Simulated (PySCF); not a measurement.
# Electron correlation in Mg (magnesium, neutral)

[Ne] 3s1 4s1, high-spin 3S determinant (an excited configuration). All numbers are calculated (PySCF 2.14, no relativity, point nucleus, in aug-cc-pCVDZ). Frozen: 1s2; 10 electrons correlated.

MP2 pair energies summed by pair of shells (mhartree):

| pair | energy | share (%) |
| --- | --- | --- |
| 2p-2p | -126.03 | 75.6 |
| 2s-2p | -26.80 | 16.1 |
| 2s-2s | -7.29 | 4.4 |
| 2p-3s | -3.89 | 2.3 |
| 3s-4s | -1.94 | 1.2 |
| 2s-3s | -0.44 | 0.3 |
| 2p-4s | -0.32 | 0.2 |
| 2s-4s | -0.04 | 0.0 |

Total MP2 correlation energy: -166.74 mhartree.

Same-spin part -47.42 and opposite-spin part -119.33 mhartree; SCS-MP2 scales them by 1/3 and 6/5 to -159.00 mhartree.
